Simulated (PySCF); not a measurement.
This PySCF input asks for the NMR shieldings of `CC#C[Si@H](CC)N[SiH3]`, C$_{5}$H$_{13}$NSi$_{2}$; the geometry comes from PBE0-D3(BJ)/def2-SVP.

```python
import basis_set_exchange as bse
import numpy as np
from pyscf import gto, dft
from pyscf.prop import nmr

atoms = """
C     3.127502   -1.687247    0.820663
C     1.825789   -1.074778    0.628685
C     0.732490   -0.555020    0.475189
Si   -0.914075    0.215877    0.201764
C    -1.974923   -1.004370   -0.755619
C    -2.116977   -2.368055   -0.086215
N    -0.792976    1.726821   -0.658774
Si   -0.836797    3.348247   -0.032590
H     3.919874   -0.923787    0.867863
H     3.369233   -2.375484   -0.004391
H     3.157544   -2.262241    1.759513
H    -1.515130    0.535392    1.530358
H    -2.960522   -0.530234   -0.905722
H    -1.531931   -1.113179   -1.761760
H    -2.737427   -3.054900   -0.683129
H    -2.585934   -2.283486    0.907308
H    -1.135155   -2.845942    0.057576
H    -0.489407    1.642521   -1.626546
H    -1.425831    3.288461    1.336833
H     0.513603    3.992978    0.056189
H    -1.680605    4.227824   -0.902053
"""
names = dict.fromkeys(["C", "Si", "N", "H"], "pcSseg-1")
basis = {el: gto.basis.parse(bse.get_basis(n, elements=[el], fmt="nwchem")) for el, n in names.items()}
mol = gto.M(atom=atoms, basis=basis, charge=0, verbose=0)
mf = dft.RKS(mol, xc="PBE0")
mf.grids.level = 2
mf.grids.alignment = dft.numint.BLKSIZE   # the property module wants whole blocks of grid points
mf.conv_tol = 1e-9
mf.kernel()

calc = nmr.RKS(mf)   # GIAO
C = mf.mo_coeff
Co = C[:, mf.mo_occ > 0]
resp = mf.gen_response(singlet=True, hermi=2)
def vind(x):   # induced exchange potential for any number of trial vectors
    d = np.einsum("pi,xij,qj->xpq", C, 2 * x.reshape(-1, C.shape[1], Co.shape[1]), Co, optimize=True)
    return np.einsum("xpq,pi,qj->xij", resp(d - d.transpose(0, 2, 1)), C, Co, optimize=True).ravel()
mo1, _ = nmr.rhf.solve_mo1(calc, with_cphf=vind)
sigma = calc.kernel(mo1)
for i, s in enumerate(sigma):   # ppm
    w = np.linalg.eigvalsh((s + s.T) / 2)
    print("%2d %-2s iso %8.1f  s11 %8.1f  s22 %8.1f  s33 %8.1f" % (i, mol.atom_pure_symbol(i), w.mean(), *w))
```

Problem. Give the expected output.

Solution. 
```
 0 C  iso    178.7  s11    169.9  s22    170.1  s33    196.1
 1 C  iso     73.3  s11    -19.5  s22    -17.3  s33    256.6
 2 C  iso     97.3  s11      9.1  s22     11.6  s33    271.3
 3 Si iso    379.9  s11    333.7  s22    373.7  s33    432.2
 4 C  iso    172.1  s11    162.5  s22    170.9  s33    183.0
 5 C  iso    176.0  s11    170.1  s22    171.8  s33    186.1
 6 N  iso    249.9  s11    229.4  s22    242.9  s33    277.3
 7 Si iso    402.8  s11    362.2  s22    371.9  s33    474.3
 8 H  iso     29.3  s11     24.2  s22     27.7  s33     36.0
 9 H  iso     29.4  s11     24.3  s22     27.7  s33     36.0
10 H  iso     29.3  s11     24.4  s22     27.5  s33     36.0
11 H  iso     26.7  s11     23.9  s22     25.7  s33     30.6
12 H  iso     30.6  s11     25.6  s22     29.8  s33     36.5
13 H  iso     30.8  s11     26.7  s22     29.9  s33     35.6
14 H  iso     30.1  s11     25.0  s22     27.3  s33     37.9
15 H  iso     30.5  s11     26.2  s22     28.4  s33     36.9
16 H  iso     30.1  s11     24.9  s22     29.9  s33     35.6
17 H  iso     32.0  s11     23.3  s22     30.5  s33     42.1
18 H  iso     26.6  s11     23.6  s22     25.6  s33     30.7
19 H  iso     26.5  s11     22.5  s22     24.9  s33     32.1
20 H  iso     26.6  s11     22.7  s22     24.6  s33     32.3
```

These numbers come from an equivalent density-fitted implementation of the same equations, which agrees with the script to about 0.01 ppm for H and up to a few tenths of a ppm for heavy atoms, so last digits may differ.

Problem. Turn these shieldings into chemical shifts. Referencing at the same level of theory: TMS for ¹³C (184.41 ppm) and ²⁹Si (351.99 ppm) and ¹H (31.27 ppm); ¹⁵N (265.67 ppm) against NH3.

Solution. Averaging equivalent atoms: C 1: 111.2; C 2: 87.1; C 4: 12.3; C 5: 8.4; C 0: 5.7; Si 3: -27.9; Si 7: -50.8; N 6: 15.8; H 18/19/20: 4.71; H 11: 4.55; H 8/9/10: 1.94; H 14/15/16: 1.03; H 12: 0.62; H 13: 0.51; H 17: -0.68 ppm. Experimental scales use liquid or dissolved standards, which lie at an offset from isolated NH3 (liquid NH3: subtract about 20 ppm).

Size and cost of the density-fitted run: 215 basis functions, 2 min wall time (84 s CPU) on 1 thread of an Intel Xeon Platinum 8488C, shared host; peak memory 1 GiB.
